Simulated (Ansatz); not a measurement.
Basis-set series for `[OH][Sn][OH]`. Total charge 0; spin multiplicity 1. Sn takes the def2 core potential. Geometry: relaxed with PBE0-D4/def2-TZVP. It is one conformer, not always the lowest.

Z-matrix (Å, degrees):
```
O
Sn 1 1.987
H 1 0.960 2 116.9
O 2 1.966 1 91.9 3 180.0
H 4 0.964 2 111.9 1 0.0
```

| functional | basis | functions | energy (Eh) | HOMO (eV) | LUMO (eV) |
| --- | --- | --- | --- | --- | --- |
| PBE0-D4 | def2-SVP | 64 | -365.71639 | -7.27 | -1.73 |
| PBE0-D4 | def2-QZVPP | 256 | -365.94148 | -7.53 | -2.00 |
| ωB97M-V | def2-SVP | 64 | -365.77439 | -9.41 | 0.12 |
| ωB97M-V | def2-QZVPP | 256 | -366.00480 | -9.72 | -0.31 |

(1) Give the rows for def2-TZVPP. (Estimate.)

Results:

(1) The calculation gave: 
```
functional       basis  functions  energy (Eh)  HOMO (eV)  LUMO (eV)
   PBE0-D4  def2-TZVPP        140   -365.92953      -7.47      -1.94
   ωB97M-V  def2-TZVPP        140   -365.99304      -9.66      -0.21
```

Program: Ansatz 0.2.0.
